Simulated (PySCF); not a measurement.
C₅H₅NSi.
SMILES with atom numbers: `[N:1]#[C:2][CH:3]=[C:4]=[C:5]=[CH:6][SiH3:7]` (hydrogens: H8 on C3; H9 on C6; H10, H11, H12 on Si7)

Computed, not measured: PBE0-D3(BJ)/def2-SVP geometry optimisation, gas phase (PySCF 2.14.0).

(1) What internal coordinates does the optimisation give?

Answers

(1) 
```csv
bond,length (Å),order
N1≡C2,1.161,triple
C2–C3,1.425,single
C3=C4,1.329,double
C4=C5,1.270,double
C5=C6,1.321,double
C6–Si7,1.881,single
C3–H8,1.098,single
C6–H9,1.100,single
"Si7–H10, Si7–H11, Si7–H12",1.492,single
```

Bonds in one row agree within 0.01 Å and their mean is given. Orders are formal, as drawn. A selection of angles:
```csv
angle,degrees
N1–C2–C3,178.4
C2–C3–C4,123.0
C2–C3–H8,116.4
C4–C3–H8,120.6
C3–C4–C5,179.0
C4–C5–C6,177.8
C5–C6–Si7,122.6
C5–C6–H9,117.9
Si7–C6–H9,119.5
C6–Si7–H10,109.0
H10–Si7–H11,110.5
H10–Si7–H12,110.7
```

The C–C distances run from 1.270 Å (C4=C5, drawn double) to 1.425 Å (C2–C3, drawn single), a spread of 0.155 Å. Si7 (SiH3 silicon) is tetrahedral (angles from 108.6° to 110.7°). The 7 heavy atoms lie in one plane (0.003 Å rms).

Point group: near Cs, missed by 0.21 Å at most; the miss may be what the optimiser left on a soft mode. Stationary, but not proved a minimum.

The run took 57 s of wall time on one thread, Arm Neoverse N1 (aarch64), shared host with 64 logical CPUs at a one-minute load of 21, and the process peaked at 0.61 GiB of memory. This is the geometry optimisation.
